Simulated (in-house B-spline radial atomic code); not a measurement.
The numbers below are computed, except where a source is named.
Correlation energy from the adiabatic connection: −V exp(−r²/w²), V = 28, w = 5.66

Two electrons in a singlet, external potential −V exp(−r²/w²), V = 28, w = 5.66 (atomic units). Full CI in B-splines (partial waves to l = 8, correlation up to 0.6 % small) with the density held fixed gives W(λ) = <V_ee>_λ − U, and E_c is the integral of W(λ) − W(0) from 0 to 1.

```json
{"λ": "0", "W(λ) − W(0) (hartree)": "0.00000"}
{"λ": "0.02", "W(λ) − W(0) (hartree)": "-0.00199"}
{"λ": "0.05", "W(λ) − W(0) (hartree)": "-0.00493"}
{"λ": "0.12", "W(λ) − W(0) (hartree)": "-0.01160"}
{"λ": "0.25", "W(λ) − W(0) (hartree)": "-0.02334"}
{"λ": "0.4", "W(λ) − W(0) (hartree)": "-0.03589"}
{"λ": "0.6", "W(λ) − W(0) (hartree)": "-0.05115"}
{"λ": "0.8", "W(λ) − W(0) (hartree)": "-0.06492"}
{"λ": "1", "W(λ) − W(0) (hartree)": "-0.07739"}
```

(1) Integrate the table by the trapezoid rule.

(2) Now use only three numbers: W(0) = -0.85174, the initial slope W'(0) = -0.09993 (extrapolated from the first points) and the strong-coupling limit of the point-charge-plus-continuum model, W∞ = -1.1644. What do second-order theory and the interpolation W(λ) = W∞ + (W(0) − W∞)/√(1 + 2χλ) of Seidl, Perdew and Levy give?

## Answers

(1) The strips give -0.00002, -0.00010, -0.00058, -0.00227, -0.00444, -0.00870, -0.01161, -0.01423, which sum to -0.04196 hartree. The direct value, W(1) − W(0) + T_c with T_c = 0.03533, is -0.04205; the curve is convex, so chords lie above it and the trapezoids fall short in size by 0.22 %.

(2) Second order keeps the slope alone: E_c = W'(0)/2 = -0.04997, +19 % in size against -0.04205. Matching the slope fixes χ = W'(0)/(W∞ − W(0)) = -0.09993/(-0.31266) = 0.31961. Integrating, with s = √(1 + 2χ) = 1.280322, E_c = −(W(0) − W∞)(s − 1)/(s + 1) = −0.31266 × 0.280322/2.280322 = -0.03844 hartree, -8.6 % in size against the full result. At λ = 1 the formula gives W − W(0) = -0.06846 against -0.07739. Part of the miss can come from the model's W∞.
